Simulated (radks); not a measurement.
The mean radii <r> (bohr) of the occupied orbitals of an atom or ion are listed with their occupations. Method: non-relativistic Kohn-Sham, BLYP, spin-polarised, spherical densities, point nucleus; computed with a radial shooting solver on a logarithmic mesh with Libxc functionals.

| orbital | occ. | <r> |
|---|---|---|
| 1s | 2 | 0.2291 |
| 2s | 2 | 1.106 |

Name the element and its charge. Open shells, if any, are filled with parallel spins first.

Answer. Z = 7, nitrogen, charge +3: N3+ in [He] 2s2. The 1s radius gives Z: for a bare nucleus <r> = 1.5/Z, 0.2143 bohr for Z = 7, and screening makes it slightly larger (0.2291 here). The occupations add up to 4, and the charge is Z minus that.
